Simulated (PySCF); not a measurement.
Mg(H)(SiH3) (H₄MgSi), SMILES [MgH][SiH3]. Heavy atoms are numbered as in [MgH:1][SiH3:3]. Hydrogens are named by the atom that carries them.

The structure is a stationary point at TPSSh-D3(BJ)/def2-TZVP.

Method: PBE0/pcSseg-2 in PySCF.

GIAO shieldings, no solvent; atoms alike by connectivity are averaged. δ = σ(ref) − σ: ¹H against TMS (σ = 31.54 ppm); ²⁹Si against TMS (σ = 341.9 ppm), references at their B3LYP-D3(BJ)/def2-TZVP geometries, non-relativistic.

Computed chemical shifts:
```tsv
nucleus	atoms	count	δ (ppm)
¹H	H on Mg1	1	5.17
¹H	H on Si3	3	2.96
²⁹Si	Si3 (SiH3)	1	-155.6
```
